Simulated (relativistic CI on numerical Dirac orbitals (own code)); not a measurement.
## Co⁺ in a cubic cluster: 2p photoemission with charge transfer

Computed with a charge-transfer multiplet model of a cubic metal-ligand cluster with up to 2 ligand holes, Slater and spin-orbit integrals from Dirac-Coulomb-Breit ions, Slater integrals scaled by 0.7. The ground state mixes d8 with configurations of k ligand holes L, whose averages lie at kΔ + k(k − 1)U_dd/2; a core hole lowers each added d electron by U_cd. 300 K, Lorentzian 0.6 eV and Gaussian 0.8 eV FWHM.

Atomic integrals in eV (Slater integrals scaled, ζ unscaled), ground: F2dd 7.249, F4dd 4.465, zeta_d 0.056; with the core hole: F2dd 8.635, F4dd 5.365, zeta_d 0.084, zeta_core 9.670, F2cd 5.102, G1cd 3.822, G3cd 2.172.

Cluster parameters (eV): U_dd = 7, U_cd = 8, 10Dq = 0.55, 10Dq(ligand) = 1.3, V(eg) = 2.1, V(t2g) = -0.99, final-state hopping factor = 1.

```tsv
Case	n_d	d8	d9L	d10L2	S
Δ = 5.3 eV	8.17	0.83	0.17	0.00	1.00
Δ = 6.3 eV	8.14	0.86	0.13	0.00	1.00
Δ = 7.3 eV	8.11	0.89	0.11	0.00	1.00
Δ = 8.3 eV	8.09	0.91	0.09	0.00	1.00
Δ = 9.3 eV	8.08	0.92	0.08	0.00	1.00
```

Weights, n_d and S are thermal averages at 300 K. Binding energies count from the first peak over 30 % of the highest in each spectrum, which can be another peak from case to case. The parameters are a model scan and need not match a compound or its usual spin state. Peaks in eV (height, largest 100):
- Δ = 5.3 eV: 0.0 (100), 5.8 (45), 9.8 (8), 14.9 (50), 20.8 (28)
- Δ = 6.3 eV: 0.0 (100), 5.6 (36), 14.9 (51), 20.7 (24)
- Δ = 7.3 eV: 0.0 (100), 5.4 (28), 15.0 (52), 20.7 (19)
- Δ = 8.3 eV: 0.0 (100), 5.3 (22), 15.0 (53), 20.7 (15)
- Δ = 9.3 eV: 0.0 (100), 5.6 (18), 15.1 (55), 21.0 (11)

Curve for Δ = 5.3 eV (points under 2 left out, the grid thinned):

| E (eV) | Intensity |
| --- | --- |
| -3.0 | 2.1 |
| -2.4 | 3.2 |
| -1.7 | 6.6 |
| -1.1 | 18.1 |
| -0.4 | 75.7 |
| 0.2 | 93.6 |
| 0.8 | 49.3 |
| 1.5 | 19.7 |
| 2.1 | 11.5 |
| 2.7 | 8.6 |
| 3.4 | 7.6 |
| 4.0 | 8.4 |
| 4.7 | 13.3 |
| 5.3 | 34.0 |
| 5.9 | 44.7 |
| 6.6 | 30.4 |
| 7.2 | 20.0 |
| 7.9 | 10.4 |
| 8.5 | 5.8 |
| 9.1 | 6.4 |
| 9.8 | 8.0 |
| 10.4 | 7.2 |
| 11.0 | 4.7 |
| 11.7 | 2.4 |
| 12.3 | 2.2 |
| 13.0 | 3.4 |
| 13.6 | 7.5 |
| 14.2 | 25.7 |
| 14.9 | 50.1 |
| 15.5 | 30.7 |
| 16.2 | 11.1 |
| 16.8 | 6.5 |
| 17.4 | 3.7 |
| 18.1 | 2.8 |
| 18.7 | 2.7 |
| 19.4 | 4.4 |
| 20.0 | 13.1 |
| 20.6 | 27.3 |
| 21.3 | 20.8 |
| 21.9 | 9.8 |
| 22.5 | 3.9 |
| 23.2 | 2.6 |
| 23.8 | 4.1 |
| 24.5 | 4.3 |
| 25.1 | 2.3 |

For the case Δ = 7.3 eV, Δ = 7.3 eV is larger than U_dd = 7 eV, the Mott-Hubbard side of the Zaanen-Sawatzky-Allen scheme. With the core hole the configuration with one ligand hole lies at Δ − U_cd = -2.7, -1.7, -0.7, 0.3, 1.3 eV from the one without, in the order of the table; where this is negative the screened configuration lies lower, though the effective hopping of about 2.9 eV (from the holes of the mixed ground state) mixes the two strongly wherever it is as large as the gap.
